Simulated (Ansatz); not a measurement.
## Nudged elastic band run: C₂H₇Ga

The input (input.yaml):

```yaml
crystal:
  periodic: [false, false, false]
  atoms:
    - { symbol: Ga, position_ang: [0.213339, 0.039249, 0.110183] }
    - { symbol: H, position_ang: [0.201347, 0.023159, 1.689207] }
    - { symbol: H, position_ang: [1.600415, 0.104896, -0.64323] }
    - { symbol: C, position_ang: [-1.484132, -0.029034, -0.902787] }
    - { symbol: H, position_ang: [-1.993308, -0.957513, -0.614247] }
    - { symbol: H, position_ang: [-2.130914, 0.768776, -0.517723] }
    - { symbol: C, position_ang: [-1.35895, 0.063377, -2.418024] }
    - { symbol: H, position_ang: [-2.333393, 0.004368, -2.913191] }
    - { symbol: H, position_ang: [-0.895512, 1.003151, -2.72974] }
    - { symbol: H, position_ang: [-0.740995, -0.742031, -2.823647] }
basis:
  gaussian: { orbitals: def2-mTZVP }
hamiltonian:
  xc: pbe0
  dispersion: d4
neb:
  order_check: false
  images: 9
  f_tol: 0.05
  max_iterations: 60
  final_atoms:
    - { symbol: Ga, position_ang: [-0.35294219, 0.2471263, -0.18785956] }
    - { symbol: H, position_ang: [3.0407895, -0.08413527, 2.42645849] }
    - { symbol: H, position_ang: [2.48733541, 0.02027892, 1.93670267] }
    - { symbol: C, position_ang: [-2.04438291, 0.009514, -1.32363562] }
    - { symbol: H, position_ang: [-2.52272514, -0.94304765, -1.05492065] }
    - { symbol: H, position_ang: [-2.76966078, 0.79000938, -1.05328363] }
    - { symbol: C, position_ang: [-1.75185116, 0.05053781, -2.82291284] }
    - { symbol: H, position_ang: [-2.65225285, -0.07913173, -3.43270731] }
    - { symbol: H, position_ang: [-1.30396216, 1.00311769, -3.12499313] }
    - { symbol: H, position_ang: [-1.0524507, -0.73587145, -3.12604742] }
  initial_path:
    images:
      - { positions_ang: [[0.213339, 0.039249, 0.110183], [0.201347, 0.023159, 1.689207], [1.600415, 0.104896, -0.64323], [-1.484132, -0.029034, -0.902787], [-1.993308, -0.957513, -0.614247], [-2.130914, 0.768776, -0.517723], [-1.35895, 0.063377, -2.418024], [-2.333393, 0.004368, -2.913191], [-0.895512, 1.003151, -2.72974], [-0.740995, -0.742031, -2.823647]] }
      - { positions_ang: [[0.17096075, 0.03197303, 0.08793937], [0.40501017, 0.01967579, 1.60797186], [1.62504443, 0.08438532, -0.43304333], [-1.53020458, -0.02292731, -0.92000535], [-2.0497086, -0.95153844, -0.64258593], [-2.16818316, 0.79158987, -0.55129707], [-1.37517957, 0.06388756, -2.43092782], [-2.33829495, -0.03942565, -2.93860826], [-0.94441489, 1.02210211, -2.73578959], [-0.7171326, -0.72132427, -2.80685288]] }
      - { positions_ang: [[0.1285825, 0.02469705, 0.06569574], [0.60867334, 0.01619259, 1.52673672], [1.64967385, 0.06387463, -0.22285667], [-1.57627717, -0.01682062, -0.93722369], [-2.10610921, -0.94556388, -0.67092486], [-2.20545231, 0.81440373, -0.58487114], [-1.39140914, 0.06439813, -2.44383163], [-2.34319689, -0.0832193, -2.96402552], [-0.99331777, 1.04105321, -2.74183918], [-0.6932702, -0.70061754, -2.79005876]] }
      - { positions_ang: [[0.08620425, 0.01742108, 0.04345211], [0.81233651, 0.01270938, 1.44550157], [1.67430328, 0.04336395, -0.01267], [-1.62234975, -0.01071393, -0.95444204], [-2.16250981, -0.93958933, -0.69926378], [-2.24272147, 0.8372176, -0.61844521], [-1.40763871, 0.06490869, -2.45673545], [-2.34809884, -0.12701295, -2.98944278], [-1.04222066, 1.06000432, -2.74788876], [-0.66940779, -0.67991082, -2.77326465]] }
      - { positions_ang: [[0.043826, 0.0101451, 0.02120848], [1.01599968, 0.00922618, 1.36426643], [1.69893271, 0.02285327, 0.19751666], [-1.66842234, -0.00460724, -0.97166039], [-2.21891042, -0.93361477, -0.72760271], [-2.27999063, 0.86003146, -0.65201928], [-1.42386828, 0.06541926, -2.46963927], [-2.35300078, -0.1708066, -3.01486005], [-1.09112354, 1.07895542, -2.75393835], [-0.64554539, -0.65920409, -2.75647053]] }
      - { positions_ang: [[0.00144775, 0.00286913, -0.00103515], [1.21966285, 0.00574297, 1.28303129], [1.72356213, 0.00234258, 0.40770333], [-1.71449492, 0.00149945, -0.98887874], [-2.27531102, -0.92764021, -0.75594164], [-2.31725979, 0.88284533, -0.68559335], [-1.44009785, 0.06592982, -2.48254308], [-2.35790273, -0.21460024, -3.04027731], [-1.14002643, 1.09790653, -2.75998794], [-0.62168299, -0.63849736, -2.73967641]] }
      - { positions_ang: [[-0.06943024, 0.05172056, -0.03840003], [1.58388818, -0.01223267, 1.51171673], [1.87631679, 0.00592985, 0.71350319], [-1.78047252, 0.00310236, -1.05583011], [-2.32479384, -0.9307217, -0.81573744], [-2.40773999, 0.86427814, -0.75913141], [-1.50244852, 0.06285142, -2.55061704], [-2.41677275, -0.18750654, -3.11876331], [-1.17281358, 1.07894876, -2.83298898], [-0.70783653, -0.65797218, -2.81695061]] }
      - { positions_ang: [[-0.14030823, 0.10057199, -0.07576491], [1.94811351, -0.03020832, 1.74040217], [2.02907144, 0.00951712, 1.01930306], [-1.84645012, 0.00470527, -1.12278149], [-2.37427667, -0.93380319, -0.87553325], [-2.49822019, 0.84571095, -0.83266946], [-1.56479918, 0.05977302, -2.61869099], [-2.47564278, -0.16041284, -3.19724931], [-1.20560072, 1.05999099, -2.90599001], [-0.79399008, -0.677447, -2.89422482]] }
      - { positions_ang: [[-0.21118622, 0.14942343, -0.11312979], [2.31233884, -0.04818397, 1.96908761], [2.1818261, 0.01310438, 1.32510293], [-1.91242772, 0.00630818, -1.18973287], [-2.42375949, -0.93688467, -0.93532905], [-2.58870038, 0.82714376, -0.90620752], [-1.62714984, 0.05669462, -2.68676494], [-2.5345128, -0.13331914, -3.27573531], [-1.23838787, 1.04103322, -2.97899105], [-0.88014362, -0.69692182, -2.97149902]] }
      - { positions_ang: [[-0.28206421, 0.19827486, -0.15049467], [2.67656417, -0.06615962, 2.19777305], [2.33458076, 0.01669165, 1.6309028], [-1.97840531, 0.00791109, -1.25668424], [-2.47324231, -0.93996616, -0.99512485], [-2.67918058, 0.80857657, -0.97974557], [-1.6895005, 0.05361621, -2.75483889], [-2.59338283, -0.10622544, -3.35422131], [-1.27117502, 1.02207546, -3.05199209], [-0.96629716, -0.71639663, -3.04877322]] }
      - { positions_ang: [[-0.35294219, 0.2471263, -0.18785956], [3.0407895, -0.08413527, 2.42645849], [2.48733541, 0.02027892, 1.93670267], [-2.04438291, 0.009514, -1.32363562], [-2.52272514, -0.94304765, -1.05492065], [-2.76966078, 0.79000938, -1.05328363], [-1.75185116, 0.05053781, -2.82291284], [-2.65225285, -0.07913173, -3.43270731], [-1.30396216, 1.00311769, -3.12499313], [-1.0524507, -0.73587145, -3.12604742]] }
```

Run as:

```bash
$ ansatz run input.yaml --threads 2 --pin off --max-ram 3072MiB --backend cpu --events-out ev --progress --plain --runs-dir out
```

Output, in part (warnings, iteration lines, the closing report on the highest movable image, with atoms numbered from 0):

```
NEB end point (image 0): max|allowed force component| = 4.659e-3 eV/Å (the criterion of neb.relax_end_points is 1.000e-2)
NEB end point (image 10): max|allowed force component| = 2.533e-2 eV/Å (the criterion of neb.relax_end_points is 1.000e-2)
NEB iter   1: max|band force component| = 3.953e0 eV/Å  barrier→ = 4.4654 eV  barrier← = 3.5592 eV  Δτ_max = 0.1987 Å  (297 SCF iters)
NEB iter   2: max|band force component| = 3.575e0 eV/Å  barrier→ = 4.1971 eV  barrier← = 3.2909 eV  Δτ_max = 0.1986 Å  (276 SCF iters)
NEB iter   3: max|band force component| = 2.481e0 eV/Å  barrier→ = 3.3892 eV  barrier← = 2.4831 eV  Δτ_max = 0.1998 Å  (266 SCF iters)
NEB iter   4: max|band force component| = 2.085e0 eV/Å  barrier→ = 2.9300 eV  barrier← = 2.0238 eV  Δτ_max = 0.1992 Å  (255 SCF iters)
NEB iter   5: max|band force component| = 1.725e0 eV/Å  barrier→ = 2.9604 eV  barrier← = 2.0542 eV  Δτ_max = 0.2000 Å  (259 SCF iters)
NEB iter   6: max|band force component| = 2.238e0 eV/Å  barrier→ = 2.8546 eV  barrier← = 1.9484 eV  Δτ_max = 0.1016 Å  (256 SCF iters)
NEB iter   7: max|band force component| = 1.606e0 eV/Å  barrier→ = 2.6849 eV  barrier← = 1.7788 eV  Δτ_max = 0.1026 Å  (261 SCF iters)
NEB iter   8: max|band force component| = 1.091e0 eV/Å  barrier→ = 2.4067 eV  barrier← = 1.5006 eV  Δτ_max = 0.0996 Å  (258 SCF iters)
NEB iter   9: max|band force component| = 1.082e0 eV/Å  barrier→ = 2.1192 eV  barrier← = 1.2131 eV  Δτ_max = 0.0500 Å  (250 SCF iters)
NEB iter  10: max|band force component| = 8.922e-1 eV/Å  barrier→ = 2.2209 eV  barrier← = 1.3148 eV  Δτ_max = 0.0500 Å  (252 SCF iters)
NEB iter  11: max|band force component| = 5.413e-1 eV/Å  barrier→ = 2.2881 eV  barrier← = 1.3820 eV  Δτ_max = 0.0995 Å  (246 SCF iters)
NEB iter  12: max|band force component| = 7.719e-1 eV/Å  barrier→ = 2.4019 eV  barrier← = 1.4957 eV  Δτ_max = 0.0988 Å  (243 SCF iters)
NEB iter  13: max|band force component| = 9.343e-1 eV/Å  barrier→ = 2.5023 eV  barrier← = 1.5961 eV  CI = image 3  Δτ_max = 0.1988 Å  (246 SCF iters)
NEB iter  14: max|band force component| = 2.417e0 eV/Å  barrier→ = 2.6283 eV  barrier← = 1.7221 eV  CI = image 3  Δτ_max = 0.1003 Å  (254 SCF iters)
NEB iter  15: max|band force component| = 1.059e0 eV/Å  barrier→ = 2.6213 eV  barrier← = 1.7152 eV  CI = image 3  Δτ_max = 0.2000 Å  (242 SCF iters)
NEB iter  16: max|band force component| = 3.941e-1 eV/Å  barrier→ = 2.6176 eV  barrier← = 1.7115 eV  CI = image 3  Δτ_max = 0.1529 Å  (246 SCF iters)
NEB iter  17: max|band force component| = 2.186e-1 eV/Å  barrier→ = 2.6140 eV  barrier← = 1.7079 eV  CI = image 3  Δτ_max = 0.0566 Å  (239 SCF iters)
NEB iter  18: max|band force component| = 8.774e-2 eV/Å  barrier→ = 2.6075 eV  barrier← = 1.7014 eV  CI = image 3  Δτ_max = 0.0644 Å  (229 SCF iters)
NEB iter  19: max|band force component| = 3.158e-2 eV/Å  barrier→ = 2.6074 eV  barrier← = 1.7012 eV  CI = image 3  Δτ_max = 0.0000 Å  (460 SCF iters)
Total energy: -54553.98393088 eV, -2004.8219314412 hartree
Atom 0 at     0.621783     0.113132    -0.521523 Å, force     0.012537    -0.006833     0.007133 eV/Å
Atom 1 at     0.200952    -0.027309     1.286994 Å, force     0.009415    -0.000997     0.003920 eV/Å
Atom 2 at     1.482736     0.103253     0.801746 Å, force    -0.015924     0.002290    -0.008764 eV/Å
Atom 3 at    -1.303710    -0.012409    -1.015698 Å, force    -0.007677     0.013825    -0.001241 eV/Å
Atom 4 at    -1.685337    -0.939910    -0.581366 Å, force     0.000753    -0.004599     0.000314 eV/Å
Atom 5 at    -1.817314     0.795939    -0.488146 Å, force    -0.000057    -0.002713    -0.004687 eV/Å
Atom 6 at    -1.552476     0.049518    -2.514000 Å, force     0.001957    -0.001231    -0.006613 eV/Å
Atom 7 at    -2.622684    -0.013612    -2.735679 Å, force    -0.001644    -0.001227     0.002127 eV/Å
Atom 8 at    -1.184098     0.980337    -2.951734 Å, force    -0.000908     0.002111     0.003879 eV/Å
Atom 9 at    -1.061955    -0.770540    -3.043793 Å, force     0.001548    -0.000627     0.003931 eV/Å
Dipole moment:    -0.184310    -0.003552    -0.184184 e Å
```

The run converged. A structure lower than the last end lies on the path between it and the top, so the climb from that side starts below the end, which may itself be a saddle point or a shallow side well. Neighbouring images differ by up to 1.7 eV, so the band resolves the path poorly. A vibrational analysis at the climbing image gives one clearly imaginary mode, 1282i cm⁻¹: a first-order saddle point. The orbitals stay closed-shell, which can raise the energy where a bond breaks towards radicals; this wasn't checked here.

Final band (atoms are numbered from 1 in the order of the input):

```json
{"image": "0", "path coordinate (Å)": "0.00", "energy (eV)": "0.00", "Ga1–H2 (Å)": "1.58", "Ga1–H3 (Å)": "1.58", "H2–H3 (Å)": "2.72"}
{"image": "1", "path coordinate (Å)": "0.78", "energy (eV)": "0.10", "Ga1–H2 (Å)": "1.58", "Ga1–H3 (Å)": "1.57", "H2–H3 (Å)": "2.65"}
{"image": "2", "path coordinate (Å)": "1.55", "energy (eV)": "0.87", "Ga1–H2 (Å)": "1.59", "Ga1–H3 (Å)": "1.53", "H2–H3 (Å)": "2.16"}
{"image": "3", "path coordinate (Å)": "2.33", "energy (eV)": "2.61", "Ga1–H2 (Å)": "1.86", "Ga1–H3 (Å)": "1.58", "H2–H3 (Å)": "1.38"}
{"image": "4", "path coordinate (Å)": "3.23", "energy (eV)": "0.97", "Ga1–H2 (Å)": "2.60", "Ga1–H3 (Å)": "2.36", "H2–H3 (Å)": "0.76"}
{"image": "5", "path coordinate (Å)": "4.13", "energy (eV)": "0.90", "Ga1–H2 (Å)": "3.34", "Ga1–H3 (Å)": "2.97", "H2–H3 (Å)": "0.75"}
{"image": "6", "path coordinate (Å)": "5.04", "energy (eV)": "0.90", "Ga1–H2 (Å)": "3.79", "Ga1–H3 (Å)": "3.24", "H2–H3 (Å)": "0.75"}
{"image": "7", "path coordinate (Å)": "5.94", "energy (eV)": "0.91", "Ga1–H2 (Å)": "4.02", "Ga1–H3 (Å)": "3.36", "H2–H3 (Å)": "0.75"}
{"image": "8", "path coordinate (Å)": "6.84", "energy (eV)": "0.91", "Ga1–H2 (Å)": "4.18", "Ga1–H3 (Å)": "3.47", "H2–H3 (Å)": "0.75"}
{"image": "9", "path coordinate (Å)": "7.75", "energy (eV)": "0.91", "Ga1–H2 (Å)": "4.24", "Ga1–H3 (Å)": "3.51", "H2–H3 (Å)": "0.75"}
{"image": "10", "path coordinate (Å)": "8.65", "energy (eV)": "0.91", "Ga1–H2 (Å)": "4.30", "Ga1–H3 (Å)": "3.55", "H2–H3 (Å)": "0.75"}
```

Time of the run: 6.5 min on 2 threads of Arm Neoverse V1, with other jobs on the host, peak memory 0.21 GiB.
